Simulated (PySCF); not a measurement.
Ge(H)4, SMILES [GeH4], B3LYP/def2-SVP optimised geometry.

```
5

Ge    -0.51    -0.36     0.00
H      1.03    -0.36     0.00
H     -1.03    -1.09     1.26
H     -1.03    -1.09    -1.26
H     -1.03     1.09     0.00
```

Density from PySCF with B3LYP/def2-TZVP at that geometry.

Minimum of the electron density along straight lines between bonded atoms, close to the bond critical point (lines longer than 1.1 times the sum of covalent radii, or with two minima, are not listed):

```json
[
 {"bond": "Ge1–H2", "length / Å": "1.540", "ρ at the minimum / e bohr⁻³": "0.132", "∇²ρ there / e bohr⁻⁵": "0.06", "position (fraction from the first atom)": "0.59"},
 {"bond": "Ge1–H3", "length / Å": "1.540", "ρ at the minimum / e bohr⁻³": "0.132", "∇²ρ there / e bohr⁻⁵": "0.06", "position (fraction from the first atom)": "0.59"},
 {"bond": "Ge1–H4", "length / Å": "1.540", "ρ at the minimum / e bohr⁻³": "0.132", "∇²ρ there / e bohr⁻⁵": "0.06", "position (fraction from the first atom)": "0.59"},
 {"bond": "Ge1–H5", "length / Å": "1.540", "ρ at the minimum / e bohr⁻³": "0.132", "∇²ρ there / e bohr⁻⁵": "0.06", "position (fraction from the first atom)": "0.59"}
]
```
